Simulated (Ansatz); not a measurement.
`FB(Cl)O[SiH3]` + H₂O → `OB(F)O[SiH3]` + HCl  (formal hydrolysis of a B–Cl bond)

Computed with Ansatz on PBE0-D4/def2-TZVP structures; ΔE is electronic, products minus reactants. CCSD(T)/CBS adds triple-zeta CCSD(T) − MP2 to the extrapolated MP2 energy (def2 sets, frozen cores). This one scheme is used for every species. DFT in def2-TZVPP. Each species was taken in one conformer, which may not be the lowest.

`FB(Cl)O[SiH3]`:

Cartesian coordinates in Å:
```
F -2.076 0.433 0.249
B -1.143 -0.155 0.984
Cl -1.609 -0.765 2.561
O 0.113 -0.285 0.550
Si 0.985 0.114 -0.806
H 2.066 1.032 -0.381
H 1.552 -1.141 -1.348
H 0.112 0.767 -1.810
```

H₂O:

Cartesian coordinates in Å:
```
O -0.095 -0.344 -0.155
H -0.580 0.152 0.508
H 0.675 0.192 -0.354
```

`OB(F)O[SiH3]`:

Z-matrix (Å, degrees):
```
Si
O 1 1.655
H 1 1.484 2 110.2
H 1 1.484 2 110.2 3 -121.4
H 1 1.480 2 106.4 3 119.3
B 2 1.348 1 131.9 3 60.8
F 6 1.334 2 118.9 1 180.0
O 6 1.359 2 121.1 1 -0.0
H 8 0.960 6 113.4 2 180.0
```

HCl:

```xyz
2

Cl   -0.374    0.518   -0.017
H     0.374   -0.518    0.017
```

Is it downhill or uphill in electronic energy at CCSD(T)/CBS, and by how much? (Estimate.)

Computed: Downhill: ΔE = -11.6 kcal/mol.

What do these levels give: LDA (SPW92), r2SCAN-D4, r2SCANh-D4, r2SCAN0-D4, BLYP, r2SCANh, LC-ωPBE, RPA@PBE/def2-TZVPP, HF/def2-SVP, MP2/def2-TZVPP, CCSD(T)/def2-TZVPP, HF/def2-QZVPP? (Estimate.)

The calculation gave: LDA (SPW92) -12.6, r2SCAN-D4 -11.9, r2SCANh-D4 -12.1, r2SCAN0-D4 -12.4, BLYP -12.0, r2SCANh -12.2, LC-ωPBE -12.2, RPA@PBE/def2-TZVPP -12.5, HF/def2-SVP -16.5, MP2/def2-TZVPP -11.4, CCSD(T)/def2-TZVPP -12.5, HF/def2-QZVPP -14.9 kcal/mol.

Largest T1 diagnostic among the species: 0.012.

At CCSD(T), def2-SVP lies −3.5 kcal/mol from the extrapolated value and def2-TZVPP −0.9 kcal/mol. From BLYP to BHLYP (50 % exact exchange), in def2-TZVPP and without D4, ΔE moves by −1.8 kcal/mol.
